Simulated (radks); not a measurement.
Question: Isoelectronic series with 7 electrons, each ion in its NIST ground configuration. Calculated with a radial shooting solver on a logarithmic mesh with Libxc functionals: non-relativistic Kohn-Sham, PBEsol, spin-polarised, spherical densities, point nucleus; open shells are filled with parallel spins first. Total energies (hartree) and orbital eigenvalues (hartree) (* marks an orbital that is empty in some or all of the ions):

| ion | configuration | E (hartree) | 2p down* | 2p up | 2s down | 2s up |
|---|---|---|---|---|---|---|
| N | [He] 2s2 2p3 | -54.32703 | -0.14710 | -0.30358 | -0.55614 | -0.72411 |
| F2+ | [He] 2s2 2p3 | -97.44000 | -1.61645 | -1.89127 | -2.31266 | -2.57542 |
| Ne3+ | [He] 2s2 2p3 | -123.88650 | -2.73999 | -3.07220 | -3.58011 | -3.88859 |
| Mg5+ | [He] 2s2 2p3 | -186.54304 | -5.74749 | -6.19363 | -6.87567 | -7.27424 |
| Al6+ | [He] 2s2 2p3 | -222.75048 | -7.62927 | -8.13218 | -8.90149 | -9.34471 |
| Si7+ | [He] 2s2 2p3 | -262.20972 | -9.76233 | -10.32195 | -11.17856 | -11.66627 |

Estimate the row of O+ ([He] 2s2 2p3).

Answer: E (hartree) -74.25148; 2p down* -0.74964; 2p up -0.96637; 2s down -1.30217; 2s up -1.51837.
